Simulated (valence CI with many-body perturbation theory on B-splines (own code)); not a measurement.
Results of a calculation; reference values are marked as such.
From CI to CI+MBPT in W⁴⁰⁺

Method: relativistic CI+MBPT: six valence electrons over a frozen Dirac-Fock core [Ar] 3d10, a basis of 9 s, 9 p, 8 d, 6 f, 3 g, 1 h functions for each j, with the one-electron correlation potential Σ1, the two-electron term Σ2, the three-electron term Σ3, Breit, model QED; selected CI, second order for the rest, scaled by the run's own slope (own B-spline code, finite nucleus).

No measured spectrum was set against this ion. As an estimate, large intervals hold to a few tenths of a per cent, small ones and those within an open d or f shell to about a per cent. Among the levels kept, up to 640 cm⁻¹ of a level comes from second order outside the variational space, and about a tenth of that is noise between levels of different J, which matters for small intervals.

Each rung adds one term. CI alone is the Dirac-Coulomb CI over the frozen core; QED comes last and gives the full result, which names the levels. Energies are above (4s^2 4p1/2^2 4p3/2^2) J=2 on the same rung, in eV.

Levels are named by their leading jj configuration (3d3/2^4 stands for four electrons in 3d with j = 3/2), which in mixed levels can hold well under half, so a name can repeat and another be missing. Letters in brackets count levels of one name in rising energy.

```
                             Level  CI alone
        (4s^2 4p1/2^2 4p3/2^2) J=0      8.92
          (4s^2 4p1/2 4p3/2^3) J=1     92.41
          (4s^2 4p1/2 4p3/2^3) J=2     97.03
    (4s^2 4p1/2^2 4p3/2 4d3/2) J=2    154.16
    (4s^2 4p1/2^2 4p3/2 4d3/2) J=1    156.89
    (4s^2 4p1/2^2 4p3/2 4d3/2) J=0    157.13
    (4s^2 4p1/2^2 4p3/2 4d3/2) J=3    158.09
    (4s^2 4p1/2^2 4p3/2 4d5/2) J=2    175.40
    (4s^2 4p1/2^2 4p3/2 4d5/2) J=4    176.23
    (4s^2 4p1/2^2 4p3/2 4d5/2) J=3    190.19
    (4s^2 4p1/2^2 4p3/2 4d5/2) J=1    192.60
                (4s^2 4p3/2^4) J=0    193.03
          (4s 4p1/2^2 4p3/2^3) J=2    199.26
          (4s 4p1/2^2 4p3/2^3) J=1    209.96
(4s^2 4p1/2 4p3/2^2 4d3/2) J=1 [a]    242.22
    (4s^2 4p1/2 4p3/2^2 4d3/2) J=0    242.33
```

Problem. What do these energies become with core correlation, Breit and QED?

Solution. (4s^2 4p1/2^2 4p3/2^2) J=0 8.80 (-0.115); (4s^2 4p1/2 4p3/2^3) J=1 92.00 (-0.416); (4s^2 4p1/2 4p3/2^3) J=2 96.49 (-0.543); (4s^2 4p1/2^2 4p3/2 4d3/2) J=2 153.25 (-0.905); (4s^2 4p1/2^2 4p3/2 4d3/2) J=1 155.94 (-0.947); (4s^2 4p1/2^2 4p3/2 4d3/2) J=0 156.23 (-0.905); (4s^2 4p1/2^2 4p3/2 4d3/2) J=3 157.09 (-1.009); (4s^2 4p1/2^2 4p3/2 4d5/2) J=2 174.30 (-1.097); (4s^2 4p1/2^2 4p3/2 4d5/2) J=4 174.94 (-1.291); (4s^2 4p1/2^2 4p3/2 4d5/2) J=3 188.30 (-1.892); (4s^2 4p1/2^2 4p3/2 4d5/2) J=1 190.96 (-1.642); (4s^2 4p3/2^4) J=0 192.04 (-0.990); (4s 4p1/2^2 4p3/2^3) J=2 197.83 (-1.424); (4s 4p1/2^2 4p3/2^3) J=1 208.32 (-1.633); (4s^2 4p1/2 4p3/2^2 4d3/2) J=1 [a] 240.90 (-1.319); (4s^2 4p1/2 4p3/2^2 4d3/2) J=0 241.04 (-1.286).

Problem. How does the ionisation energy move along the ladder, and which term matters most?

Solution. CI alone 1942.3, + Σ1 1943.8, + Σ2 1944.2, + Σ3 1943.7, + Breit 1942.3, + QED 1942.2 eV. The largest step is Σ1, 1.5 eV, with Breit about as large (-1.4). NIST lists 1940.6 ± 2 eV (semi-empirical).
